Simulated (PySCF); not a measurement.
PySCF input for C3H7BN2, SMILES NB(N)C=C=C, TDA-PBE0/def2-SVPD. The structure is a stationary point at PBE0-D3(BJ)/def2-SVP. This is a generated structure with no PubChem entry under its InChIKey; it may be hypothetical. Other conformers were not sampled.

```python
import numpy as np
from pyscf import gto, scf, dft, tdscf

mol = gto.M(
    atom='''
    C    -0.11660199   -2.70613464    0.00000000
    C     0.41547681   -1.50897451    0.00000000
    C     0.89168596   -0.28813110    0.00000000
    B    -0.03540533    0.99196124   -0.00000000
    N     0.58480291    2.26519247   -0.00000000
    N    -1.43897227    0.83066220   -0.00000000
    H    -0.33844234   -3.22877101   -0.93668737
    H    -0.33844234   -3.22877101    0.93668737
    H     1.98520730   -0.17514083    0.00000000
    H     0.08018324    3.13981826   -0.00000000
    H     1.58730268    2.37705913   -0.00000000
    H    -1.86125483   -0.08708654    0.00000000
    H    -2.10170625    1.59154462   -0.00000000
    ''',
    basis='def2-SVPD',
    charge=0,
    spin=0,
    symmetry=True,
    max_memory=1600,
    verbose=4,
)
mf = dft.RKS(mol, xc='pbe0').density_fit(auxbasis='def2-universal-jkfit')
mf.grids.level = 3
mf.conv_tol = 1e-9
mf.max_cycle = 100
mf.kernel()
mf.grids = dft.Grids(mol).set(level=1).build(with_non0tab=True)  # coarser grid for the response kernel
td = tdscf.TDA(mf)
td.singlet = True
td.nstates = 10
td.conv_tol = 1e-4
td.positive_eig_threshold = 1e-6
td.kernel(x0=td.get_init_guess(mf, 15))
td.analyze()
tt = tdscf.TDA(mf)
tt.singlet = False
tt.nstates = 4
tt.conv_tol = 1e-4
tt.positive_eig_threshold = 1e-6
tt.kernel(x0=tt.get_init_guess(mf, 9))
tt.analyze(verbose=3)
```

Program output:

```
PySCF version 2.14.0

[INPUT] verbose = 4
[INPUT] num. atoms = 13
[INPUT] num. electrons = 44
[INPUT] charge = 0
[INPUT] spin (= nelec alpha-beta = 2S) = 0
[INPUT] symmetry True subgroup None
[INPUT] Mole.unit = angstrom
[INPUT] Symbol           X                Y                Z      unit          X                Y                Z       unit  Magmom
[INPUT]  1 C     -0.116601990000  -2.706134640000   0.000000000000 AA   -0.220345826679  -5.113853325798   0.000000000000 Bohr   0.0
[INPUT]  2 C      0.415476810000  -1.508974510000   0.000000000000 AA    0.785137382008  -2.851548552850   0.000000000000 Bohr   0.0
[INPUT]  3 C      0.891685960000  -0.288131100000   0.000000000000 AA    1.685042253520  -0.544488866970   0.000000000000 Bohr   0.0
[INPUT]  4 B     -0.035405330000   0.991961240000   0.000000000000 AA   -0.066906377050   1.874535069784   0.000000000000 Bohr   0.0
[INPUT]  5 N      0.584802910000   2.265192470000   0.000000000000 AA    1.105117336749   4.280593387727   0.000000000000 Bohr   0.0
[INPUT]  6 N     -1.438972270000   0.830662200000   0.000000000000 AA   -2.719263491144   1.569724060029   0.000000000000 Bohr   0.0
[INPUT]  7 H     -0.338442340000  -3.228771010000  -0.936687370000 AA   -0.639563331557  -6.101492927835  -1.770082593639 Bohr   0.0
[INPUT]  8 H     -0.338442340000  -3.228771010000   0.936687370000 AA   -0.639563331557  -6.101492927835   1.770082593639 Bohr   0.0
[INPUT]  9 H      1.985207300000  -0.175140830000   0.000000000000 AA    3.751498097487  -0.330968201929   0.000000000000 Bohr   0.0
[INPUT] 10 H      0.080183240000   3.139818260000   0.000000000000 AA    0.151524363380   5.933396592308   0.000000000000 Bohr   0.0
[INPUT] 11 H      1.587302680000   2.377059130000   0.000000000000 AA    2.999567341988   4.491990737597   0.000000000000 Bohr   0.0
[INPUT] 12 H     -1.861254830000  -0.087086540000   0.000000000000 AA   -3.517261876724  -0.164569709736   0.000000000000 Bohr   0.0
[INPUT] 13 H     -2.101706250000   1.591544620000   0.000000000000 AA   -3.971649206787   3.007583446825   0.000000000000 Bohr   0.0

nuclear repulsion = 196.381505932101
point group symmetry = Cs
symmetry origin: [-1.28844966e-09  4.29483348e-10  0.00000000e+00]
symmetry axis x: [ 1.00000000e+00 -1.01852135e-09 -4.73024566e-20]
symmetry axis y: [-1.01852135e-09 -1.00000000e+00 -4.02778112e-19]
symmetry axis z: [-1.39941703e-19 -4.02778112e-19  1.00000000e+00]
num. orbitals of irrep A' = 122
num. orbitals of irrep A" = 54
number of shells = 76
number of NR pGTOs = 250
number of NR cGTOs = 176
basis = def2-SVPD
ecp = {}


******** <class 'pyscf.df.df_jk.DFSymAdaptedRKS'> ********
method = DFSymAdaptedRKS
initial guess = minao
damping factor = 0
level_shift factor = 0
DIIS = <class 'pyscf.scf.diis.CDIIS'>
diis_start_cycle = 1
diis_space = 8
diis_damp = 0
SCF conv_tol = 1e-09
SCF conv_tol_grad = None
SCF max_cycles = 100
direct_scf = False
XC library pyscf.dft.libxc version 7.1.2
    S. Lehtola, C. Steigemann, M. J. T. Oliveira, and M. A. L. Marques,  SoftwareX 7, 1–5 (2018)
XC functionals = pbe0
    C. Adamo and V. Barone,  J. Chem. Phys. 110, 6158 (1999)
    M. Ernzerhof and G. E. Scuseria,  J. Chem. Phys. 110, 5029 (1999)
radial grids:
    Treutler-Ahlrichs [JCP 102, 346 (1995); DOI:10.1063/1.469408] (M4) radial grids

becke partition: Becke, JCP 88, 2547 (1988); DOI:10.1063/1.454033
pruning grids: <function nwchem_prune>
grids dens level: 3
symmetrized grids: True
atomic radii adjust function: <function treutler_atomic_radii_adjust>
small_rho_cutoff = 0
Freeze 0 electrons in irreps []
    44 free electrons in irreps A' A"
Set gradient conv threshold to 3.16228e-05
Initial guess from minao.
tot grids = 152864
******** <class 'pyscf.df.df.DF'> ********
auxbasis = def2-universal-jkfit
init E= -253.003489609608
HOMO (A') = -0.30474480589101  LUMO (A") = -0.089720374997118  gap/eV = 5.85111
cycle= 1 E= -252.386684307133  delta_E= 0.617  |g|= 0.526  |ddm|= 6.88
HOMO (A") = -0.16287667366584  LUMO (A') = 0.0276614753254742  gap/eV = 5.18481
cycle= 2 E= -252.354659863382  delta_E= 0.032  |g|= 0.652  |ddm|= 1.66
HOMO (A') = -0.257453310992746  LUMO (A") = 0.00146933403584038  gap/eV = 7.04564
cycle= 3 E= -252.45517237088  delta_E= -0.101  |g|= 0.0812  |ddm|= 0.804
HOMO (A") = -0.255565488030413  LUMO (A") = -0.00467307786844184  gap/eV = 6.82713
cycle= 4 E= -252.456799182016  delta_E= -0.00163  |g|= 0.0324  |ddm|= 0.328
HOMO (A") = -0.254450366023084  LUMO (A") = -0.00357620371529616  gap/eV = 6.82663
cycle= 5 E= -252.457052889912  delta_E= -0.000254  |g|= 0.0129  |ddm|= 0.0874
HOMO (A") = -0.25514156948269  LUMO (A") = -0.00265439380828308  gap/eV = 6.87053
cycle= 6 E= -252.45709415833  delta_E= -4.13e-05  |g|= 0.00119  |ddm|= 0.0173
HOMO (A") = -0.255275945008398  LUMO (A") = -0.00275112146200868  gap/eV = 6.87155
cycle= 7 E= -252.457094546136  delta_E= -3.88e-07  |g|= 0.000355  |ddm|= 0.00488
HOMO (A") = -0.255281336577181  LUMO (A") = -0.00273294177255323  gap/eV = 6.87219
cycle= 8 E= -252.457094570276  delta_E= -2.41e-08  |g|= 0.000167  |ddm|= 0.00104
HOMO (A") = -0.255279486640553  LUMO (A") = -0.00274204841306708  gap/eV = 6.87189
cycle= 9 E= -252.457094577025  delta_E= -6.75e-09  |g|= 4.49e-05  |ddm|= 0.000284
HOMO (A") = -0.255277513006726  LUMO (A") = -0.00273891299147361  gap/eV = 6.87193
cycle= 10 E= -252.457094577507  delta_E= -4.82e-10  |g|= 1.27e-05  |ddm|= 0.000113
HOMO (A") = -0.255278194505948  LUMO (A") = -0.00274013889226093  gap/eV = 6.87191
Extra cycle  E= -252.457094577455  delta_E= 5.2e-11  |g|= 1.93e-05  |ddm|= 4.38e-05
converged SCF energy = -252.457094577455
tot grids = 48264
Overwritten attributes  positive_eig_threshold  of <class 'pyscf.tdscf.rks.TDA'>


******** <class 'pyscf.tdscf.rks.TDA'> for <class 'pyscf.df.df_jk.DFSymAdaptedRKS'> ********
nstates = 10 singlet
deg_eia_thresh = 1.000e-03
wfnsym = None
conv_tol = 0.0001
eigh lindep = 1e-12
eigh level_shift = 0
eigh max_cycle = 100


Excitation energies (eV)
[5.48471278 5.97025101 5.98921879 6.03421356 6.45534762 6.55160278
 6.70052275 6.87701315 7.22245818 7.35990956]

** Singlet excitation energies and oscillator strengths **
Excited State   1:   A"      5.48471 eV    226.05 nm  f=0.0000
      20 -> 23        0.68910
      21 -> 25        0.13283
Excited State   2:   A'      5.97025 eV    207.67 nm  f=0.0327
      22 -> 23       -0.69815
Excited State   3:   A"      5.98922 eV    207.01 nm  f=0.0000
      20 -> 23        0.13879
      21 -> 24        0.15978
      21 -> 25       -0.58615
      22 -> 24        0.21191
      22 -> 25       -0.23427
Excited State   4:   A"      6.03421 eV    205.47 nm  f=0.0000
      21 -> 24       -0.12624
      21 -> 25        0.13343
      22 -> 24        0.65369
      22 -> 25        0.15726
Excited State   5:   A"      6.45535 eV    192.06 nm  f=0.0016
      21 -> 24        0.26032
      21 -> 25       -0.19155
      22 -> 25        0.62000
Excited State   6:   A"      6.55160 eV    189.24 nm  f=0.0019
      21 -> 24        0.60317
      21 -> 25        0.26391
      22 -> 24        0.10696
      22 -> 25       -0.17381
      22 -> 26       -0.10142
Excited State   7:   A'      6.70052 eV    185.04 nm  f=0.0900
      20 -> 24       -0.57896
      20 -> 26        0.15801
      21 -> 23       -0.35325
Excited State   8:   A'      6.87701 eV    180.29 nm  f=0.2997
      18 -> 25        0.11390
      20 -> 24        0.31340
      20 -> 25        0.22836
      20 -> 26       -0.12781
      21 -> 23       -0.54030
Excited State   9:   A"      7.22246 eV    171.66 nm  f=0.0252
      21 -> 24       -0.13187
      22 -> 26       -0.61677
      22 -> 27       -0.25269
      22 -> 28       -0.14473
Excited State  10:   A"      7.35991 eV    168.46 nm  f=0.0257
      19 -> 24       -0.10556
      21 -> 26       -0.42047
      22 -> 26       -0.22254
      22 -> 27        0.49478

** Transition electric dipole moments (AU) **
state          X           Y           Z        Dip. S.      Osc.
  1        -0.0000     -0.0000     -0.0074      0.0001      0.0000
  2        -0.4443     -0.1616      0.0000      0.2235      0.0327
  3         0.0000     -0.0000     -0.0106      0.0001      0.0000
  4         0.0000      0.0000     -0.0107      0.0001      0.0000
  5        -0.0000     -0.0000      0.1017      0.0103      0.0016
  6         0.0000     -0.0000      0.1088      0.0118      0.0019
  7         0.2098      0.7102      0.0000      0.5484      0.0900
  8        -0.0871      1.3310     -0.0000      1.7791      0.2997
  9         0.0000     -0.0000      0.3770      0.1422      0.0252
 10         0.0000     -0.0000     -0.3778      0.1427      0.0257

** Transition velocity dipole moments (imaginary part, AU) **
state          X           Y           Z        Dip. S.      Osc.
  1        -0.0000     -0.0000      0.0271      0.0007      0.0024
  2        -0.0391     -0.0123      0.0000      0.0017      0.0051
  3        -0.0000      0.0000     -0.0022      0.0000      0.0000
  4         0.0000      0.0000     -0.0033      0.0000      0.0000
  5        -0.0000     -0.0000      0.0226      0.0005      0.0014
  6         0.0000     -0.0000      0.0432      0.0019      0.0052
  7         0.0245      0.0877      0.0000      0.0083      0.0225
  8        -0.0397      0.1875     -0.0000      0.0367      0.0969
  9         0.0000     -0.0000      0.1126      0.0127      0.0319
 10         0.0000     -0.0000     -0.1064      0.0113      0.0279

** Transition magnetic dipole moments (imaginary part, AU) **
state          X           Y           Z
  1         0.2003      0.6658     -0.0000
  2         0.0000      0.0000     -0.1123
  3        -0.1550     -0.6550      0.0000
  4         0.3989     -0.4743     -0.0000
  5        -0.1151     -0.2757     -0.0000
  6        -0.3024     -0.1726     -0.0000
  7         0.0000      0.0000     -0.9663
  8         0.0000      0.0000     -0.0411
  9        -0.3178     -0.1501     -0.0000
 10         0.6587     -0.1318     -0.0000


******** <class 'pyscf.tdscf.rks.TDA'> for <class 'pyscf.df.df_jk.DFSymAdaptedRKS'> ********
nstates = 4 triplet
deg_eia_thresh = 1.000e-03
wfnsym = None
conv_tol = 0.0001
eigh lindep = 1e-12
eigh level_shift = 0
eigh max_cycle = 100


Excitation energies (eV)
[4.24149003 4.72101596 5.08942452 5.30899278]

** Triplet excitation energies and oscillator strengths **
Excited State   1:   A'      4.24149 eV    292.31 nm  f=0.0000
Excited State   2:   A'      4.72102 eV    262.62 nm  f=0.0000
Excited State   3:   A"      5.08942 eV    243.61 nm  f=0.0000
Excited State   4:   A'      5.30899 eV    233.54 nm  f=0.0000
```

The calculation finished and met its thresholds.

Cost: very roughly 2.3 core-minutes.
